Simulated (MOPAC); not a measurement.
A run for MOPAC: PM6 on BP-, 2S+1 = 2, a spin state set in the input, which need not be the lowest, a point of a bond scan (R = 1.654 Å). Charge -1.

```
PM6 1SCF PRECISE CHARGE=-1 UHF MS=0.5 THREADS=1
BP

B      0.00000000 1     0.00000000 1     0.00000000 1
P      0.00000000 1     0.00000000 1     1.65382500 1
```

Output:

```
*******************************************************************************
 **                                                                           **
 **                              MOPAC v23.2.5                                **
 **                                                                           **
 *******************************************************************************
 ** MOPAC's Digital Object Identifier: https://doi.org/10.5281/zenodo.6511958 **
 **                                                                           **
 ** Please cite the open-source release paper for use of this MOPAC version:  **
 ** J. E. Moussa and J. J. P. Stewart (2026)                                  **
 ** MOPAC: An open-source semiempirical molecular orbital program             **
 ** J. Open Source Softw., 11(119), 8025, https://doi.org/10.21105/joss.08025 **
 *******************************************************************************

                              PM6 CALCULATION RESULTS

 *******************************************************************************
 *  PM6        - The PM6 Hamiltonian to be used
 *  UHF        - UNRESTRICTED HARTREE-FOCK CALCULATION
 *
 *
 *
 *                 CHARGE ON SYSTEM = -1
 *
 *
 *
 *  MS=        - IN MECI, MAGNETIC COMPONENT OF SPIN =  0.5
 *  PRECISE    - TIGHTER CRITERIA TO BE USED
 *  1SCF       - DO 1 SCF AND THEN STOP
 *  THREADS=1  - MULTI-THREADING NOT USED
 *  T=         - A TIME OF 172800.0 SECONDS REQUESTED
 *  DUMP=N     - RESTART FILE WRITTEN EVERY 7200.0 SECONDS REQUESTED
 *******************************************************************************
PM6 1SCF PRECISE CHARGE=-1 UHF MS=0.5 THREADS=1
 BP

   ATOM   CHEMICAL          X               Y               Z
  NUMBER   SYMBOL      (ANGSTROMS)     (ANGSTROMS)     (ANGSTROMS)

     1       B          0.00000000  *   0.00000000  *   0.00000000  *
     2       P          0.00000000  *   0.00000000  *   1.65382500  *



          CARTESIAN COORDINATES

    NO.       ATOM           X           Y           Z

     1         B          0.0000      0.0000      0.0000
     2         P          0.0000      0.0000      1.6538

 General Reference for PM6:
 "Optimization of Parameters for Semiempirical Methods V: Modification of NDDO Approximations
 and Application to 70 Elements", J. J. P. Stewart, J. Mol. Mod., 13, 1173-1213 (2007)
 URL: https://link.springer.com/article/10.1007/s00894-007-0233-4

           Empirical Formula: B P  =     2 atoms



      MOLECULAR POINT GROUP   :   C*v


          UHF CALCULATION, NO. OF ALPHA ELECTRONS =    5
                           NO. OF BETA  ELECTRONS =    4

 -------------------------------------------------------------------------------
 PM6 1SCF PRECISE CHARGE=-1 UHF MS=0.5 THREADS=1
 BP



     1SCF WAS SPECIFIED, SO BFGS WAS NOT USED
     SCF FIELD WAS ACHIEVED


                              PM6 CALCULATION
                                                       MOPAC v23.2.5 Linux




          FINAL HEAT OF FORMATION =        106.95868 KCAL/MOL =     447.51512 KJ/MOL


          COSMO AREA              =         75.87 SQUARE ANGSTROMS
          COSMO VOLUME            =         59.29 CUBIC ANGSTROMS

          IONIZATION POTENTIAL    =          3.271439 EV
          ALPHA SOMO LUMO (EV)    =         -3.333  6.473
          BETA  SOMO LUMO (EV)    =         -3.271  4.324
          NO. OF ALPHA ELECTRONS  =          5
          NO. OF BETA  ELECTRONS  =          4
          MOLECULAR WEIGHT        =         41.7838         POINT GROUP:  C*v

          MOLECULAR DIMENSIONS (Angstroms)

            Atom       Atom       Distance
            P     2    B     1     1.65383
            P     2    B     1     0.00000
            B     1    P     2     0.00000


          SCF CALCULATIONS        =          1





   ATOM   CHEMICAL          X               Y               Z
  NUMBER   SYMBOL      (ANGSTROMS)     (ANGSTROMS)     (ANGSTROMS)

     1       B          0.00000000  *   0.00000000  *   0.00000000  *
     2       P          0.00000000  *   0.00000000  *   1.65382500  *

                             CARTESIAN COORDINATES

   1    B        0.000000000     0.000000000     0.000000000
   2    P        0.000000000     0.000000000     1.653825000


           Empirical Formula: B P  =     2 atoms



      MOLECULAR POINT GROUP   :   C*v


          ALPHA EIGENVALUES
 -13.82635  -6.88045  -3.46047  -3.33325  -3.33325   6.47288   6.47288  10.25151
 150.63700 150.63700 151.23862 151.23862 151.34727


           BETA EIGENVALUES
 -13.55695  -5.79338  -3.27144  -3.27144   4.32365   7.13120   7.13120  10.67982
 150.16057 150.16057 151.11394 151.11394 151.34400


              NET ATOMIC CHARGES AND DIPOLE CONTRIBUTIONS

  ATOM NO.   TYPE          CHARGE      No. of ELECS.   s-Pop       p-Pop       d-Pop
    1          B          -0.609690        3.6097     1.39401     2.21568
    2          P          -0.390310        5.3903     1.79488     3.59063     0.00480
 DIPOLE           X         Y         Z       TOTAL
 POINT-CHG.     0.000     0.000     2.788     2.788
 HYBRID         0.000    -0.000    -1.288     1.288
 SUM            0.000    -0.000     1.500     1.500


          ATOMIC ORBITAL ELECTRON POPULATIONS

     Atom    s        px        py        pz      x^2-y^2     xz        z^2       yz        xy
    1  B   1.39401   0.74019   0.74019   0.73530
    2  P   1.79488   1.25851   1.25851   1.07360   0.00000   0.00129   0.00221   0.00129   0.00000


                    (SZ)    =    0.500000
                    (S**2)  =    0.868885


          ATOMIC ORBITAL SPIN POPULATIONS

    Atom   Total    s     px     py     pz   x^2-y^2  xz     z^2    yz     xy
         Atomic
    1  B  1.3200  0.358  0.233  0.233  0.495
    2  P -0.3200 -0.018 -0.234 -0.234  0.164  0.000  0.000  0.000  0.000  0.000

 **********************
 *                    *
 * JOB ENDED NORMALLY *
 *                    *
 **********************




 == MOPAC DONE ==
```

The run finished. Its determinant has ⟨S²⟩ = 0.87, a mixture of spin states.

Cost: very roughly 0.03 core-seconds.
